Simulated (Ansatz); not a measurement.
Reaction (ligand exchange at a Ge–C bond): `C=C[CH2][GeH2][F]` + `[NH2][GeH3]` → `[F][GeH2][NH][GeH3]` + propene

Isolated molecules relaxed with PBE0-D4/def2-TZVP in Ansatz; ΔE leaves out vibrations. CCSD(T)/CBS is the MP2 limit (def2-TZVPP, def2-QZVPP) plus CCSD(T) − MP2 in def2-TZVPP, frozen cores. DFT in def2-TZVPP. B3LYP here is the variant with VWN-RPA as its local correlation; programs differ in this. HSE06 is defined as in plane-wave codes. For Ge outer-core shells are correlated without core-valence functions, which leaves a few kJ/mol of doubt a bond. Scalar relativity is left out up to krypton. Each species was taken in one conformer, which may not be the lowest.

```
             level  ΔE (kcal/mol)  difference from CCSD(T)/CBS
       LDA (SPW92)           -8.4                          1.3
            PBE-D4           -8.0                          1.7
         revPBE-D4           -7.8                          1.9
           BLYP-D4           -9.0                          0.7
           PBE0-D4           -8.6                          1.1
          B3LYP-D4           -9.5                          0.2
        r2SCANh-D4           -9.2                          0.5
        r2SCAN0-D4           -9.4                          0.3
          HSE06-D4           -8.6                          1.1
          BHLYP-D4          -10.7                         -1.0
      CAM-B3LYP-D4          -10.2                         -0.5
           ωB97X-V           -9.9                         -0.2
            B2PLYP          -10.2                         -0.5
          PBE-QIDH           -9.8                         -0.1
               PBE           -8.0                          1.7
            revPBE           -7.9                          1.8
              BLYP           -9.1                          0.6
            r2SCAN           -9.1                          0.6
              PBE0           -8.7                          1.0
             B3LYP           -9.6                          0.1
           r2SCAN0           -9.5                          0.2
             HSE06           -8.7                          1.0
             BHLYP          -10.6                         -0.9
         CAM-B3LYP          -10.2                         -0.5
           LC-ωPBE           -9.7                          0.0
RPA@PBE/def2-TZVPP           -9.9                         -0.2
       HF/def2-SVP          -13.6                         -3.9
      MP2/def2-SVP          -12.7                         -3.0
     CCSD/def2-SVP          -12.8                         -3.1
  CCSD(T)/def2-SVP          -12.7                         -3.0
     HF/def2-TZVPP          -12.3                         -2.6
SCS-MP2/def2-TZVPP          -10.7                         -1.0
   CCSD/def2-TZVPP          -10.3                         -0.6
CCSD(T)/def2-TZVPP          -10.2                         -0.5
     HF/def2-QZVPP          -12.5                         -2.8
    MP2/def2-QZVPP           -9.9                         -0.2
SCS-MP2/def2-QZVPP          -10.5                         -0.8
      HF/CBS(def2)          -12.5                         -2.8
     MP2/CBS(def2)           -9.6                          0.1
    CCSD/CBS(def2)           -9.8                         -0.1
       CCSD(T)/CBS           -9.7                            0
```

Largest T1 diagnostic among the species: 0.012.

In def2-TZVPP, CCSD(T) changes the Hartree–Fock value by +2.1 kcal/mol (the triples alone add +0.2 kcal/mol) and MP2 by +2.2 kcal/mol. At CCSD(T), def2-SVP lies −3.1 kcal/mol from the extrapolated value and def2-TZVPP −0.5 kcal/mol. From BLYP to BHLYP (50 % exact exchange), in def2-TZVPP and without D4, ΔE moves by −1.5 kcal/mol.
